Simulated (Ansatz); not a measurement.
The cluster Pd4, 4 atoms. Hardware: 4 threads of Arm Neoverse V1 on a shared host.

In the def2 sets Pd takes a core potential; there is no spin–orbit coupling. Correlated methods freeze no core orbitals; core or outer-core shells of Pd are correlated, in sets that lack core-valence functions.

(1) How many basis functions does each of these Ansatz runs have, and roughly what does it cost? B3LYP-D4/def2-TZVP, charge 0 singlet, energy, from earlier orbitals; PBE0-D4/def2-SVP, charge 0 singlet, energy with a search over starts; PBE-D4/def2-TZVP, charge 0 unrestricted singlet, energy, from earlier orbitals; MP2/def2-TZVP, charge 0 singlet, energy, from earlier orbitals; PBE0-D4/def2-SVP, charge 0 quintet, energy with a search over starts; B97M-V/def2-TZVP, charge 0 quintet, energy, from earlier orbitals; r2SCAN-D4/def2-SVP, charge 1 doublet, relaxation, 4 steps; r2SCAN-D4/def2-TZVP, charge 0 unrestricted singlet, energy, from earlier orbitals; LDA (SPW92)/def2-TZVP, charge 0 singlet, energy, from earlier orbitals; HF/def2-TZVP, charge 0 triplet, energy, from earlier orbitals; PBE0-D4/def2-TZVP, charge 0 triplet, energy, from earlier orbitals; PBE-D4/def2-TZVPD, charge -1 doublet at the geometry of the charge 0 singlet, energy, from earlier orbitals.

Results:

(1) Other jobs shared the machine, so times can vary by a factor of up to 3. A dash marks memory too small to be measured apart from the calling script's.

| run | functions | fitting or Cholesky vectors | wall time | peak host memory (GiB) |
| --- | --- | --- | --- | --- |
| LDA (SPW92)/def2-TZVP, charge 0 singlet, energy, from earlier orbitals | 160 | 1436 | 1.4 s | – |
| B3LYP-D4/def2-TZVP, charge 0 singlet, energy, from earlier orbitals | 160 | 1436 | 4.3 s | – |
| PBE-D4/def2-TZVPD, charge -1 doublet at the geometry of the charge 0 singlet, energy, from earlier orbitals | 160 | 1436 | 5.5 s | – |
| PBE-D4/def2-TZVP, charge 0 unrestricted singlet, energy, from earlier orbitals | 160 | 1436 | 7 s | – |
| PBE0-D4/def2-SVP, charge 0 singlet, energy with a search over starts | 124 | 1336 | 9.5 s | – |
| HF/def2-TZVP, charge 0 triplet, energy, from earlier orbitals | 160 | 1560 | 14 s | 0.72 |
| r2SCAN-D4/def2-TZVP, charge 0 unrestricted singlet, energy, from earlier orbitals | 160 | 1436 | 15 s | – |
| MP2/def2-TZVP, charge 0 singlet, energy, from earlier orbitals | 160 | 1560 | 21 s | 0.72 |
| B97M-V/def2-TZVP, charge 0 quintet, energy, from earlier orbitals | 160 | 1436 | 22 s | 0.63 |
| PBE0-D4/def2-TZVP, charge 0 triplet, energy, from earlier orbitals | 160 | 1620 | 22 s | 1 |
| r2SCAN-D4/def2-SVP, charge 1 doublet, relaxation, 4 steps | 124 | 1136 | 31 s | – |
| PBE0-D4/def2-SVP, charge 0 quintet, energy with a search over starts | 124 | 1334 | 44 s | 0.63 |
